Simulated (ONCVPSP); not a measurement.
# An all-electron radial function and its pseudo partner (Cs)

Columns: radius, all-electron u(r) and pseudo u(r) of the 5p shell (level -13.52 eV) of caesium in the configuration [Kr] 4d10 5s2 5p6 6s1; PBE, scalar-relativistic, ONCV scheme, ONCVPSP 4.0.1.

| r (bohr) | all-electron | pseudo |
| --- | --- | --- |
| 0.163 | 0.1852 | 0.0172 |
| 0.325 | 0.0511 | 0.0666 |
| 0.488 | -0.3364 | 0.1438 |
| 0.650 | -0.3617 | 0.2403 |
| 0.813 | -0.1365 | 0.3478 |
| 0.975 | 0.1524 | 0.4554 |
| 1.138 | 0.4086 | 0.5551 |
| 1.300 | 0.5960 | 0.6383 |
| 1.463 | 0.7160 | 0.7006 |
| 1.625 | 0.7772 | 0.7385 |
| 1.788 | 0.7939 | 0.7525 |
| 1.950 | 0.7784 | 0.7443 |
| 2.113 | 0.7412 | 0.7174 |
| 2.275 | 0.6912 | 0.6768 |
| 2.438 | 0.6340 | 0.6265 |
| 2.600 | 0.5748 | 0.5714 |
| 2.763 | 0.5157 | 0.5146 |
| 2.925 | 0.4596 | 0.4593 |
| 3.088 | 0.4068 | 0.4068 |
| 3.250 | 0.3587 | 0.3586 |
| 3.413 | 0.3147 | 0.3147 |
| 3.575 | 0.2755 | 0.2755 |
| 3.738 | 0.2403 | 0.2403 |
| 3.900 | 0.2094 | 0.2093 |
| 4.063 | 0.1819 | 0.1819 |
| 4.225 | 0.1579 | 0.1579 |

(1) How many radial nodes do the two functions have?

(2) At about which radius was the pseudo-wave matched?

(3) Is the pseudo-wave norm-conserving?

Results:

(1) The all-electron 5p function has n − l − 1 = 3 (the table is too coarse to show those close to the nucleus); the pseudo-wave has 0, since the states of the same l below it are removed with the core.

(2) 3.25 bohr. The columns agree to 0.0005 from 2.92 bohr on; several derivatives are matched, so the curves merge somewhat inside the radius.

(3) Yes: the ONCV scheme keeps the norm inside the radius equal to the all-electron one, which fixes the energy derivative of the logarithmic derivative at the level.
